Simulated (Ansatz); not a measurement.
Born–Oppenheimer molecular dynamics of C2H5GaO (9 atoms, charge 0, multiplicity 1). It starts from a relaxed structure.

All numbers below come from RKS revPBE-D4/def2-SVP in Ansatz 0.2.0.

- ensemble: NVT, Nosé–Hoover chain
- time step: 1 fs
- steps asked: 250
- set temperature: 300 K
- thermostat: time constant 100 fs, chain length 3 (defaults)
- seed: 803282

Frames 5 fs apart, positions in Å, forces in eV/Å.

Velocities at 20.0 fs (Å/ps):

```
Ga 0.37 -0.55 -0.08
C -3.03 2.37 -0.13
C -1.22 -0.91 -1.19
O 0.58 2.81 0.30
H 14.32 -12.70 18.10
H 12.66 -21.45 10.81
H -12.03 -5.29 -7.12
H 3.66 13.24 1.89
H -2.39 2.00 -6.97
```

```xyz
9
Properties=species:S:1:pos:R:3:forces:R:3 time_fs=20.0 energy_less_start_eV=0.157 T=132
Ga -0.707 1.188 -0.850 0.56 -0.39 0.62
C 0.742 -0.030 -0.156 0.59 0.77 -1.25
C 0.315 -0.846 0.960 0.46 -0.64 1.43
O -0.065 -1.250 -0.328 -1.05 -0.61 -0.58
H -0.609 1.916 -2.184 0.11 0.35 -0.85
H -2.035 1.197 -0.030 -0.15 -0.07 0.28
H 1.763 -0.244 -0.541 -0.02 0.55 0.05
H -0.435 -0.420 1.640 -0.46 -0.17 0.19
H 1.032 -1.552 1.430 -0.05 0.21 0.09
9
Properties=species:S:1:pos:R:3:forces:R:3 time_fs=25.0 energy_less_start_eV=0.105 T=189
Ga -0.704 1.185 -0.849 0.27 -0.13 0.32
C 0.732 -0.011 -0.167 0.24 0.16 -0.40
C 0.310 -0.852 0.968 0.01 0.52 0.67
O -0.071 -1.241 -0.331 -0.96 -0.55 -0.34
H -0.527 1.907 -2.214 -0.09 0.16 -0.34
H -1.994 1.086 0.053 -0.05 0.09 -0.02
H 1.731 -0.208 -0.577 0.40 0.37 0.01
H -0.449 -0.395 1.651 0.01 -0.52 -0.18
H 1.034 -1.539 1.423 0.18 -0.10 0.28
9
Properties=species:S:1:pos:R:3:forces:R:3 time_fs=30.0 energy_less_start_eV=0.151 T=142
Ga -0.701 1.181 -0.847 -0.11 0.46 -0.58
C 0.727 0.010 -0.187 0.24 -0.70 0.56
C 0.310 -0.851 0.988 0.71 0.32 -0.99
O -0.090 -1.239 -0.339 0.15 -0.05 0.24
H -0.468 1.934 -2.318 -0.37 -0.40 0.86
H -1.963 0.997 0.132 0.13 0.28 -0.38
H 1.762 -0.088 -0.600 -0.29 -0.09 0.29
H -0.485 -0.470 1.643 -0.23 -0.04 0.18
H 1.058 -1.528 1.465 -0.22 0.21 -0.19
9
Properties=species:S:1:pos:R:3:forces:R:3 time_fs=35.0 energy_less_start_eV=0.180 T=112
Ga -0.697 1.178 -0.847 -0.15 0.17 -0.10
C 0.725 0.019 -0.196 -0.67 -0.60 1.31
C 0.318 -0.842 0.990 -0.64 0.65 -1.13
O -0.108 -1.239 -0.344 1.00 0.11 0.32
H -0.489 1.884 -2.254 -0.26 0.01 0.10
H -1.914 0.973 0.134 -0.23 0.29 -0.15
H 1.760 0.011 -0.570 0.23 -0.55 0.00
H -0.545 -0.566 1.653 0.48 0.17 -0.25
H 1.057 -1.492 1.479 0.25 -0.25 -0.12
9
Properties=species:S:1:pos:R:3:forces:R:3 time_fs=40.0 energy_less_start_eV=0.175 T=121
Ga -0.694 1.175 -0.846 -0.23 -0.28 0.78
C 0.714 0.017 -0.181 0.25 -0.03 0.40
C 0.319 -0.824 0.972 0.20 -0.79 -0.22
O -0.111 -1.238 -0.344 0.90 0.03 -0.03
H -0.570 1.844 -2.184 -0.03 0.58 -1.09
H -1.916 1.016 0.103 -0.40 0.20 0.12
H 1.777 -0.009 -0.526 -0.33 -0.41 0.07
H -0.529 -0.615 1.632 -0.16 0.53 0.30
H 1.085 -1.486 1.452 -0.20 0.17 -0.32
9
Properties=species:S:1:pos:R:3:forces:R:3 time_fs=45.0 energy_less_start_eV=0.106 T=199
Ga -0.692 1.173 -0.844 -0.69 0.61 -0.55
C 0.706 0.014 -0.158 0.53 0.47 -0.76
C 0.319 -0.818 0.950 -0.97 -0.75 1.30
O -0.102 -1.236 -0.345 0.12 -0.10 -0.31
H -0.665 1.906 -2.301 0.02 -0.30 0.53
H -1.996 1.108 0.087 0.19 0.11 -0.15
H 1.748 -0.120 -0.476 0.24 0.14 -0.27
H -0.513 -0.557 1.650 0.32 0.08 -0.15
H 1.094 -1.466 1.370 0.23 -0.27 0.35
9
Properties=species:S:1:pos:R:3:forces:R:3 time_fs=50.0 energy_less_start_eV=0.178 T=125
Ga -0.693 1.172 -0.844 -0.86 0.87 -0.83
C 0.709 0.019 -0.149 1.09 -0.06 -1.02
C 0.306 -0.829 0.952 0.56 -0.86 0.94
O -0.091 -1.235 -0.350 -0.52 -0.03 -0.08
H -0.752 1.915 -2.328 0.20 -0.47 0.74
H -2.039 1.227 0.043 0.38 -0.05 -0.07
H 1.749 -0.198 -0.477 -0.06 0.61 -0.17
H -0.454 -0.471 1.657 -0.35 -0.18 0.20
H 1.121 -1.481 1.348 -0.44 0.16 0.28
9
Properties=species:S:1:pos:R:3:forces:R:3 time_fs=55.0 energy_less_start_eV=0.143 T=167
Ga -0.696 1.174 -0.845 -0.18 0.08 0.42
C 0.731 0.022 -0.158 -0.11 -0.59 0.05
C 0.299 -0.853 0.971 0.18 0.81 -0.26
O -0.086 -1.235 -0.356 -0.26 0.12 0.39
H -0.795 1.830 -2.216 0.24 0.26 -0.93
H -2.008 1.337 -0.009 -0.11 -0.13 0.43
H 1.756 -0.149 -0.520 0.22 0.25 -0.08
H -0.448 -0.432 1.685 -0.09 -0.45 -0.30
H 1.079 -1.487 1.400 0.12 -0.34 0.28
9
Properties=species:S:1:pos:R:3:forces:R:3 time_fs=60.0 energy_less_start_eV=0.111 T=206
Ga -0.699 1.176 -0.846 -0.09 0.20 0.22
C 0.754 0.015 -0.167 -0.53 -0.48 0.54
C 0.299 -0.865 0.986 0.88 0.49 -0.78
O -0.086 -1.233 -0.356 0.30 0.09 0.44
H -0.781 1.783 -2.279 0.20 0.00 -0.45
H -1.989 1.419 0.027 0.00 -0.15 0.28
H 1.791 -0.039 -0.575 -0.26 -0.29 0.28
H -0.481 -0.482 1.665 -0.26 -0.03 -0.08
H 1.032 -1.543 1.497 -0.23 0.17 -0.45
9
Properties=species:S:1:pos:R:3:forces:R:3 time_fs=65.0 energy_less_start_eV=0.179 T=139
Ga -0.704 1.179 -0.847 -0.15 0.53 -0.59
C 0.764 -0.001 -0.166 -1.09 0.11 0.65
C 0.312 -0.867 0.987 -0.56 0.64 -0.57
O -0.080 -1.230 -0.351 0.53 -0.17 -0.14
H -0.722 1.736 -2.438 0.05 -0.45 0.98
H -1.966 1.465 0.125 0.34 -0.17 -0.22
H 1.790 0.007 -0.576 0.12 -0.55 0.16
H -0.555 -0.549 1.615 0.33 0.17 -0.07
H 0.958 -1.584 1.514 0.43 -0.12 -0.20
9
Properties=species:S:1:pos:R:3:forces:R:3 time_fs=70.0 energy_less_start_eV=0.092 T=240
Ga -0.708 1.184 -0.848 0.48 -0.05 -0.08
C 0.756 -0.016 -0.154 -0.19 0.71 -0.08
C 0.318 -0.858 0.978 -0.38 -0.58 0.27
O -0.068 -1.229 -0.348 0.05 -0.40 -0.76
H -0.650 1.595 -2.402 -0.12 -0.10 0.33
H -1.875 1.474 0.185 -0.01 -0.05 -0.11
H 1.800 -0.069 -0.533 -0.11 -0.25 0.15
H -0.573 -0.575 1.563 0.16 0.31 0.43
H 0.958 -1.627 1.471 0.12 0.41 -0.15
9
Properties=species:S:1:pos:R:3:forces:R:3 time_fs=75.0 energy_less_start_eV=0.162 T=173
Ga -0.712 1.189 -0.850 0.90 -0.72 1.15
C 0.744 -0.017 -0.142 0.59 0.61 -0.44
C 0.314 -0.858 0.972 -0.61 -0.43 0.56
O -0.055 -1.234 -0.355 -0.69 -0.33 -0.56
H -0.601 1.431 -2.319 -0.14 0.34 -1.33
H -1.786 1.470 0.225 -0.40 0.12 0.17
H 1.793 -0.197 -0.461 -0.04 0.39 -0.08
H -0.544 -0.538 1.597 0.21 -0.05 0.19
H 1.002 -1.599 1.407 0.18 0.08 0.34
```

Of the whole run (250 fs, mean temperature of the second half 256 K): The conserved energy stayed within 0.69 meV per atom of its start (net change 0.34 meV per atom), so the integration is sound. The mean temperature of the second half is 15 % below the set value. A run of 0.25 ps of so small a system gives no equilibrium averages.

Run time: 12 min on 2 threads of Arm Neoverse N1, on a shared host, peak memory 0.15 GiB.
